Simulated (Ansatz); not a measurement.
```yaml
crystal:
  periodic: [false, false, false]
  atoms:
    - {symbol: S, position_ang: [-0.624209, -0.172056, 1.866007]}
    - {symbol: V, position_ang: [1.705037, -0.965288, 0.056181]}
    - {symbol: Cl, position_ang: [1.705037, -1.265288, -0.243819]}
    - {symbol: Cl, position_ang: [-1.557752, -0.631278, -1.294537]}
    - {symbol: Cl, position_ang: [0.519910, 2.010584, -0.369740]}
basis:
  gaussian: {orbitals: cc-pVTZ-DK}
hamiltonian: {xc: {name: PBE0}}
scf: {lower_state_search: off}
output: {forces: true}
```

```sh
$ ansatz run in.yaml --threads 4 --pin off --events-out ev --progress --plain --max-ram 10444MiB
```

Shortened log:

```
Functional definition: PBE0
1792 factors; their error is unknown
mean field evaluation 1: about -72603.7577 eV, gradient 5.3e2 eV
mean field evaluation 2: about -68304.4000 eV, gradient 7.4e2 eV
mean field evaluation 4: about -71817.2406 eV, gradient 6.5e2 eV
mean field evaluation 8: about -72947.5053 eV, gradient 1.1e1 eV
mean field evaluation 16: about -72948.6735 eV, gradient 1.2e-5 eV
mean field -72948.67350136 eV, -2680.8143047882 hartree, gradient 1.8e-6 eV, S^2 0.000000; 0 other end points of the search recorded, 0 dependent functions left out
reference -72948.67354592 eV, -2680.8143064255 hartree; 45, 45 occupied and 159, 159 virtual orbitals, 1792 factors
Total energy: -72948.67354592 eV, -2680.8143064255 hartree
Relativity: scalar
Atom 0 at    -0.624209    -0.172056     1.866007 Å, force     1.315872    -0.790234    -2.438275 eV/Å
Atom 1 at     1.705037    -0.965288     0.056181 Å, force    -3.859112  6253.308121  6250.044609 eV/Å
Atom 2 at     1.705037    -1.265288    -0.243819 Å, force     1.055101 -6250.905639 -6249.322340 eV/Å
Atom 3 at    -1.557752    -0.631278    -1.294537 Å, force     0.513285    -0.023285     1.294340 eV/Å
Atom 4 at     0.519910     2.010584    -0.369740 Å, force     0.974854    -1.588962     0.421666 eV/Å
Dipole moment:     1.594944    -0.860695     0.611811 e Å
Checks for a lower state left out: stability, starts, cluster_reference, orbital_swaps, neighbouring_geometries, increment
```

In this input one atom was put on top of another. Self-consistency was reached. The result belongs to that input, not to the molecule as meant.
